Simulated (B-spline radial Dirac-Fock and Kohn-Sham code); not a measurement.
Muonic isotope shifts in palladium

Level of theory: the Dirac equation of a negative muon with reduced mass in the field of a spherical finite nucleus, with the Uehling potential to all orders; nuclear polarisation, deformation, hyperfine structure, self-energy, higher-order vacuum polarisation, relativistic recoil and electron screening are left out; an atomic code on a B-spline grid. Nuclear charge: Fermi distribution (skin thickness 2.3 fm); radii from Angeli and Marinova (2013). Reference ¹⁰⁶Pd, radius 4.5318 fm: 2p3/2 → 1s1/2 3084 keV, 3d5/2 → 2p3/2 832.7 keV.

```csv
A,radius (fm),δ⟨r²⟩ (fm²),shift 2p3/2 → 1s (keV),shift 3d5/2 → 2p3/2 (keV)
102,4.4827,-0.443,+16.04,+0.22
104,4.5078,-0.217,+7.83,+0.11
105,4.515,-0.152,+5.48,+0.08
108,4.5563,+0.223,-7.96,-0.11
110,4.5782,+0.423,-15.06,-0.21
```

Values without a named source are computed, but for edge energies of neutral atoms, which are taken from tables.
